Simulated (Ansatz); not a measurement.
Consider the hydrogenolysis of the Al–Br bond: `C[O][AlH][Br]` + H₂ → `C[O][AlH2]` + HBr.

Calculated with Ansatz (gas phase, PBE0-D4/def2-TZVP geometries, no zero-point term in ΔE). CCSD(T)/CBS is the MP2 limit (def2-TZVPP, def2-QZVPP) plus CCSD(T) − MP2 in def2-TZVPP, frozen cores. This one scheme is used for every species. DFT in def2-TZVPP. HSE06 is defined as in plane-wave codes. For Br outer-core shells are correlated without core-valence functions, which leaves a few kJ/mol of doubt a bond. Scalar relativity is left out up to krypton. Each species was taken in one conformer, which may not be the lowest.

CCSD(T)/CBS gives +155.6 kJ/mol.

(1) Another level gave +147.6 kJ/mol. Which?
A. HSE06-D4/def2-TZVPP
B. CAM-B3LYP/def2-TZVPP
C. BLYP-D4/def2-TZVPP
D. r2SCANh-D4/def2-TZVPP

Largest T1 diagnostic among the species: 0.012.

Results:

(1) C. BLYP-D4 147.6, HSE06-D4 151.7, r2SCANh-D4 158.5, CAM-B3LYP 142.2 kJ/mol.

The D4 term adds +6.5 kJ/mol with B3LYP and +3.6 kJ/mol with PBE0; it sums over pairs of atoms, weighted by their polarisabilities, and B3LYP, whose exchange is more repulsive, gets the larger term. Leaving LDA and LC-ωPBE aside and taking each functional with its dispersion term where it has one, the values, not all of them listed here, spread over 20.2 kJ/mol, from B97M-V to r2SCAN-D4.

B3LYP here is the variant with VWN-RPA as its local correlation; programs differ in this.
